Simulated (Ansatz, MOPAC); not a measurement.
System: ZrF3, charge 1, multiplicity 1. SMILES of the parent species: [F][Zr]([F])[F]

Atoms: Zr1, F2, F3, F4. Bonds: Zr1-F2, Zr1-F3, Zr1-F4.

Bond lengths (Å) and angles (degrees) optimised at PM6 with MOPAC; PM7 with MOPAC; HF/STO-3G with Ansatz (an electronic-structure program); PBE/6-31G* with LANL2DZ past Ar with Ansatz, each started from the B3LYP-D3(BJ)/def2-TZVP structure (Ansatz) of the last column. A row stands for all coordinates that are equal there. 6-31G* holds six Cartesian d functions. No wavenumbers were computed at HF/STO-3G, PBE/6-31G* with LANL2DZ past Ar, so these may be saddle points.

| coordinate | PM6 | PM7 | HF/STO-3G | PBE/6-31G* with LANL2DZ past Ar | B3LYP-D3(BJ)/def2-TZVP |
|---|---|---|---|---|---|
| Zr1-F2 | 1.909 | 1.917 | 1.830 | 1.855 | 1.848 |
| F2-Zr1-F3 | 120.0 | 113.9 | 107.9 | 106.7 | 110.0 |

Mean signed difference of all 3 bond lengths from B3LYP-D3(BJ)/def2-TZVP: PM6 0.061 Å, PM7 0.069 Å, HF/STO-3G -0.018 Å, PBE/6-31G* with LANL2DZ past Ar 0.007 Å.
